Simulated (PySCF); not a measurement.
HO2Si, SMILES [O][Si]O (connectivity only; charge and spin as stated), neutral, multiplicity 2.

Coordinates come from a r2SCAN-D4/def2-TZVP optimisation. One conformer was computed; it need not be the lowest.

The numbers are results of r2SCAN-D4/def2-TZVP in PySCF 2.14.0, not measurements.

Frequencies are harmonic and unscaled.

| mode | ν (cm⁻¹) | IR (km/mol) | moving atoms (share of kinetic energy) |
|---|---|---|---|
| 1 | 303 | 9.1 | O 61 %, Si 33 % |
| 2 | 360 | 83.6 | H 91 % |
| 3 | 775 | 199.4 | H 77 %, O 19 % |
| 4 | 848 | 27.9 | O 65 %, Si 23 %, H 12 % |
| 5 | 1207 | 66.1 | O 57 %, Si 42 % |
| 6 | 3820 | 125.7 | H 94 % |
